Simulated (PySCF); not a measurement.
CH5BiO3, SMILES [OH][Bi]([O]C)[OH].

The structure is a stationary point at PBE0-D3(BJ)/def2-SVP. The structure was generated by enumeration; whether it is a known compound was not checked. The def2 effective core potentials stand for the cores of Bi; spin–orbit coupling is left out. Other conformers were not sampled.

The numbers are results of TDA-ωB97X/def2-SVPD run with PySCF 2.14.0, not measurements.

Vertical excitations. The molecule is in vacuum.

| state | energy (eV) | λ (nm) | f | main pairs |
|---|---|---|---|---|
| S1 | 5.96 | 208 | 0.006 | HOMO→LUMO+1 70 %, HOMO→LUMO 11 % |
| S2 | 6.14 | 202 | 0.014 | HOMO→LUMO 63 %, HOMO→LUMO+1 15 % |
| S3 | 6.18 | 201 | 0.022 | HOMO−1→LUMO 81 % |
| S4 | 6.45 | 192 | 0.043 | HOMO−1→LUMO+1 47 %, HOMO−2→LUMO 25 % |
| S5 | 6.63 | 187 | 0.034 | HOMO→LUMO+2 43 %, HOMO−1→LUMO+1 15 %, HOMO−2→LUMO 9 %, HOMO−2→LUMO+1 9 % |
| S6 | 6.68 | 186 | 0.032 | HOMO−2→LUMO 40 %, HOMO→LUMO+2 20 %, HOMO−1→LUMO+1 9 % |
| S7 | 6.75 | 184 | 0.028 | HOMO−2→LUMO+1 58 %, HOMO−3→LUMO+1 15 % |
| S8 | 6.92 | 179 | 0.049 | HOMO−3→LUMO 49 %, HOMO−3→LUMO+1 13 %, HOMO−2→LUMO+1 10 % |
| S9 | 7.04 | 176 | 0.036 | HOMO−3→LUMO+1 43 %, HOMO−2→LUMO+2 21 %, HOMO−3→LUMO 15 % |
| S10 | 7.39 | 168 | 0.181 | HOMO−1→LUMO+2 41 %, HOMO−3→LUMO 12 %, HOMO−3→LUMO+2 8 %, HOMO→LUMO 6 % |
| T1 | 5.41 | 229 | 0 | HOMO→LUMO 43 %, HOMO→LUMO+1 20 %, HOMO−1→LUMO 15 % |
| T2 | 5.53 | 224 | 0 | HOMO→LUMO+1 40 %, HOMO→LUMO 12 %, HOMO−1→LUMO+1 9 %, HOMO−2→LUMO 9 % |
| T3 | 5.69 | 218 | 0 | HOMO−1→LUMO+1 58 %, HOMO→LUMO+1 10 % |
| T4 | 5.89 | 210 | 0 | HOMO−1→LUMO 43 %, HOMO→LUMO 25 % |
Triplets are in the Tamm–Dancoff approximation.
